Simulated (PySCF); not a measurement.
System: C$_{2}$H$_{9}$Si$_{2}$ (charge -1, singlet). It need not be the lowest isomer of its formula. Whether it binds its extra electron was not tested at this geometry. SMILES: [SiH](C)([SiH2-])C
Geometry from a B3LYP-D3(BJ)/def2-TZVP (Ansatz) optimisation:
```
Si
H 1 1.5121
C 1 1.9152 2 103.50
H 3 1.0928 1 110.56 2 64.99
H 3 1.0942 4 107.39 1 -119.88
H 3 1.0949 4 108.35 5 -116.47
C 1 1.9162 2 103.11 3 -108.20
H 7 1.0928 1 110.25 2 -66.72
H 7 1.0937 8 107.30 1 119.37
H 7 1.0965 8 108.39 9 116.79
Si 1 2.3591 2 113.20 7 -130.34
H 11 1.5368 1 92.92 2 74.25
H 11 1.5395 12 94.79 1 -91.74
```
Charge -1, spin multiplicity 1.

Dispersion corrections to the total energy (kcal/mol) from the dftd3 and dftd4 libraries through PySCF: D3(BJ) without and D4 with the three-body term, each with the damping fitted for the functional named.

| functional | D3(BJ) | D4 |
|---|---|---|
| PW6B95 | -4.07 | -6.49 |
| TPSS | (withheld) | -10.62 |
| PBE0 | -6.24 | -6.78 |
| B3LYP | -12.41 | -12.65 |
| BLYP | -15.01 | -16.95 |
| B2GP-PLYP | (withheld) | -3.44 |
| HF | (withheld) | -26.06 |

### Question
Some entries are withheld; supply them.

### Answer

- TPSS, D3(BJ): -8.93
- B2GP-PLYP, D3(BJ): -5.76
- HF, D3(BJ): -50.77
